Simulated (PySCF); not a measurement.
**[Bi(NCO)4]− at several levels of theory**

Computed with PySCF 2.14.0 (density fitting, no spin-orbit coupling) at the geometry relaxed with BP86:

```xyz
13
[Bi(NCO)4]− (singlet; a saddle point, relaxed within its symmetry)
Bi    0.0000    0.0000    0.0000
N     2.2787   -0.5844    0.0000
C     3.3952   -0.0951    0.0000
O     4.5155    0.3335    0.0000
N     0.5844    2.2787    0.0000
C     0.0951    3.3952    0.0000
O    -0.3335    4.5155    0.0000
N    -2.2787    0.5844    0.0000
C    -3.3952    0.0951    0.0000
O    -4.5155   -0.3335    0.0000
N    -0.5844   -2.2787    0.0000
C    -0.0951   -3.3952    0.0000
O     0.3335   -4.5155    0.0000
```

```tsv
level	basis	state	HOMO (eV)	gap (eV)	charge on Bi1 (e)	dipole about the centre of mass (D)	largest force component (eV/Å)
BP86	Bi def2-SVP with ECP60, N def2-SVP, C def2-SVP, O def2-SVP	singlet	-2.68	1.37	1.07	0.00	0.02
B3LYP	the same	singlet	-3.61	2.56	1.23	0.00	1.02
CAM-B3LYP	the same	singlet	-5.08	4.87	1.31	0.00	1.54
TPSSh	the same	singlet	-3.16	2.04	1.23	0.00	0.75
BP86	Bi def2-TZVP with ECP60, N def2-TZVP, C def2-TZVP, O def2-TZVP	singlet	-3.03	1.39	1.17	0.00	0.38
```

Charges are Mulliken's, which hang on the basis. The relaxation used the grid (50, 194), these runs (75, 302) or, all-electron (x2c bases, spin-free X2C Hamiltonian), (99, 590).

(1) What does TPSS with Bi def2-SVP with ECP60, N def2-SVP, C def2-SVP, O def2-SVP give here?

## Answers

(1) state singlet, HOMO (eV) -2.63, gap (eV) 1.44, charge on Bi1 (e) 1.15, dipole about the centre of mass (D) 0.00, largest force component (eV/Å) 0.22. Time: 23 s on 4 threads of Arm Neoverse V1, on a shared host, from an already converged density.
